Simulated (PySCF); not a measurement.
CH2F, SMILES F[CH2], multiplicity 2. Atoms are numbered in the order given.

```xyz
4

C     -0.6543     0.0557     0.0000
F      0.6848    -0.0096     0.0000
H     -1.1189    -0.1240     0.9585
H     -1.1189    -0.1240    -0.9585
```
Charge 0, spin multiplicity 2.

Geometry optimised at B3LYP-D3(BJ)/def2-TZVPD. The isomer is the one that the SMILES or the coordinates give; other isomers of the formula were not compared.

These are B3LYP/def2-TZVPD run with PySCF values and carry that method's errors.

Mulliken values depend strongly on the basis, most of all with diffuse functions as here. ESP charges are fitted to the potential on shells at 1.4 to 2.0 van der Waals radii. Atomic charges (e):

```json
[
 {"atom": "C1", "ESP fit": "-0.30", "meta-Löwdin": "0.00", "Mulliken spin": "0.95"},
 {"atom": "F2", "ESP fit": "-0.08", "meta-Löwdin": "-0.24", "Mulliken spin": "0.07"},
 {"atom": "H3", "ESP fit": "0.19", "meta-Löwdin": "0.12", "Mulliken spin": "-0.01"},
 {"atom": "H4", "ESP fit": "0.19", "meta-Löwdin": "0.12", "Mulliken spin": "-0.01"}
]
```
